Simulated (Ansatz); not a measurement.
Two members of one family ([LnF6]3-), computed with Ansatz in the gas phase; def2 core potentials for Ce, Sm, no spin–orbit coupling. The two geometries come from different levels. HOMO and LUMO are taken over both spins. With an open 4f shell the SCF may have ended above the lowest state. Levels of anions in sets without diffuse functions are rough. A dash marks a value that wasn't run or was left out as unsound. The structures are stationary points that may keep the symmetry of their start. Remarks come from the PBE and PBE0 runs and from stability tests at other levels; not every state was tested. A HOMO above zero means that the electron is unbound at that level and held by the basis, or that self-interaction error raises the level; the energy of removing that electron tells which. HOMO above LUMO (over both spins in singlets and doublets, within one spin in higher multiplets; at PBE or PBE0), or a gap under 0.15 eV within one spin, warns that the state may not be the lowest or that an electron is smeared out.

First: [CeF6]3- (doublet, charge -3, r2SCAN-D4/def2-SVP geometry).

```xyz
7

Ce    0.000    0.000    0.000
F    -0.039    1.525    1.534
F     0.037   -1.526   -1.533
F    -0.348    1.509   -1.510
F     0.349   -1.509    1.510
F    -2.134   -0.273    0.219
F     2.135    0.274   -0.220
```

| level | HOMO (eV) | LUMO (eV) | gap (eV) |
| --- | --- | --- | --- |
| PBE-D4/def2-SVP | 8.85 | 9.12 | 0.27 |
| PBE-D4/def2-TZVP | 8.53 | 8.53 | 0.00 |
| r2SCAN-D4/def2-TZVP | 8.56 | 8.56 | – |
| PBE0-D4/def2-TZVP | 8.23 | 9.27 | 1.04 |
| BHLYP-D4/def2-TZVP | 8.18 | 9.52 | 1.34 |

Metal–donor distances: 6 × F 2.16 Å. Remarks: near-degenerate levels, HOMO above zero at PBE or PBE0, gap within one spin near zero.

Second: [SmF6]3- (sextet, charge -3, PBE0-D4/def2-SVP geometry).

```xyz
7

Sm    0.000    0.000   -0.001
F    -0.752    2.013    0.729
F     0.752   -2.012   -0.729
F    -2.096   -0.853    0.172
F     2.095    0.852   -0.170
F     0.428   -0.624    2.159
F    -0.428    0.624   -2.160
```

**Question.** Estimate how these quantities change from the first to the second (second minus first).

**Answer.** 
```csv
level,Δ HOMO (eV),Δ LUMO (eV),Δ gap (eV)
PBE-D4/def2-SVP,0.30,0.80,0.50
PBE-D4/def2-TZVP,-0.09,0.70,0.79
r2SCAN-D4/def2-TZVP,-0.24,1.50,–
PBE0-D4/def2-TZVP,-3.36,1.23,4.60
BHLYP-D4/def2-TZVP,-5.50,1.30,6.79
```

Metal–donor distances: 6 × F 2.27 to 2.29 Å. Remarks: HOMO above zero at PBE or PBE0.
